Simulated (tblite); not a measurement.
BO (SMILES [B]=O), doublet, at a GFN2-xTB geometry; GFN1-xTB with ALPB(water) (tblite).

The tblite input:
```
$ tblite run mol.xyz --method gfn1 --charge 0 --spin 1 --alpb water --json tblite.json --no-restart

# file mol.xyz
2

B     -0.00000000    -0.00000000    -0.72919485
O      0.00000000     0.00000000     0.45574678
```

Output, abridged:

```
xTB calculator
 | screened Coulomb repulsion
 | Coulomb electrostatics
 |  * isotropic Klopman-Ohno-Mataga-Nishimoto electrostatics
 |  * onsite third-order electrostatics
 | DFT-D3(BJ) dispersion correction
 | Interactions (3)
 | [1] alpb/gbsa reaction field model
 | [2] cds contribution to solvation
 | [3] empirical free energy shift and standard state/solvent correction

halogen bonding energy    0.0000000000000E+00 Eh
repulsion energy          7.2167342057035E-02 Eh
dispersion energy        -1.6370421828549E-04 Eh
interaction energy        2.0640136432720E-03 Eh
number of electrons       9.0000000000000E+00 e
integral cutoff           2.1261634374110E+01 bohr

------------------------------------------------------------
  cycle        total energy    energy error   density error
------------------------------------------------------------
      1     -5.887871512863  -5.9619392E+00   8.5855178E-01
      2     -6.059160536930  -1.7128902E-01   3.5217331E-01
      3     -6.059296023475  -1.3548654E-04   1.9652033E-01
      4     -6.059198648583   9.7374892E-05   1.9164272E-02
      5     -6.059348366396  -1.4971781E-04   4.1565735E-03
      6     -6.059355747844  -7.3814475E-06   7.1680580E-05
      7     -6.059355750039  -2.1956721E-09   8.3940007E-06
------------------------------------------------------------

electronic energy        -6.1334234015213E+00 Eh
total energy             -6.0593557500393E+00 Eh

Post processing:
 | Mayer-Wiberg bond orders

[Info] JSON dump of results written to 'tblite.json'
```
